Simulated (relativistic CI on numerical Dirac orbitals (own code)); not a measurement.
# Ligand-field terms of d8

Computed with a parametric ligand-field model of a d^n configuration (Racah B and C, spin-orbit zeta, crystal field), exact diagonalisation.

Field parameters in Wybourne normalisation: Oh B⁴₀ = 21Dq, B⁴₄ = √(5/14) B⁴₀. The field is a parameter set, without covalency.

Q: Ground term and bands for B = 610, C = 2250, ζ = 0 cm⁻¹, Oh, 10Dq = 21350 cm⁻¹?

A: Ground term 3A2 with 2.00 electrons in the two orbitals of the cubic e set. Spin-allowed: 3T2 21350 cm⁻¹ (468 nm), 3T1 27866 cm⁻¹ (359 nm), 3T1 45334 cm⁻¹ (221 nm). Lowest spin-forbidden: 1E 9277 cm⁻¹ (1078 nm), 1A1 17245 cm⁻¹ (580 nm), 1T2 30529 cm⁻¹ (328 nm). With an A2 ground term the first spin-allowed band lies at |10Dq| itself.

Q: Ground term and bands for B = 610, C = 2250, ζ = 0 cm⁻¹, Oh, 10Dq = 28670 cm⁻¹?

A: Ground term 3A2 with 2.00 electrons in the two orbitals of the cubic e set. Spin-allowed: 3T2 28670 cm⁻¹ (349 nm), 3T1 35426 cm⁻¹ (282 nm), 3T1 59734 cm⁻¹ (167 nm). Lowest spin-forbidden: 1E 9303 cm⁻¹ (1075 nm), 1A1 17594 cm⁻¹ (568 nm), 1T2 37898 cm⁻¹ (264 nm). With an A2 ground term the first spin-allowed band lies at |10Dq| itself.

Q: Ground term and bands for B = 610, C = 2250, ζ = 0 cm⁻¹, Oh, 10Dq = 4270 cm⁻¹?

A: Ground term 3A2 with 2.00 electrons in the two orbitals of the cubic e set. Spin-allowed: 3T2 4270 cm⁻¹ (2342 nm), 3T1 7270 cm⁻¹ (1376 nm), 3T1 14690 cm⁻¹ (681 nm). Lowest spin-forbidden: 1E 8916 cm⁻¹ (1122 nm), 1T2 12862 cm⁻¹ (777 nm), 1A1 14358 cm⁻¹ (696 nm). With an A2 ground term the first spin-allowed band lies at |10Dq| itself.

Q: Ground term and bands for B = 610, C = 2250, ζ = 0 cm⁻¹, Oh, 10Dq = 7930 cm⁻¹?

A: Ground term 3A2 with 2.00 electrons in the two orbitals of the cubic e set. Spin-allowed: 3T2 7930 cm⁻¹ (1261 nm), 3T1 12612 cm⁻¹ (793 nm), 3T1 20328 cm⁻¹ (492 nm). Lowest spin-forbidden: 1E 9113 cm⁻¹ (1097 nm), 1A1 15554 cm⁻¹ (643 nm), 1T2 16816 cm⁻¹ (595 nm). With an A2 ground term the first spin-allowed band lies at |10Dq| itself.

Q: Ground term and bands for B = 610, C = 2250, ζ = 0 cm⁻¹, Oh, 10Dq = 18910 cm⁻¹?

A: Ground term 3A2 with 2.00 electrons in the two orbitals of the cubic e set. Spin-allowed: 3T2 18910 cm⁻¹ (529 nm), 3T1 25297 cm⁻¹ (395 nm), 3T1 40583 cm⁻¹ (246 nm). Lowest spin-forbidden: 1E 9264 cm⁻¹ (1079 nm), 1A1 17079 cm⁻¹ (586 nm), 1T2 28064 cm⁻¹ (356 nm). With an A2 ground term the first spin-allowed band lies at |10Dq| itself.
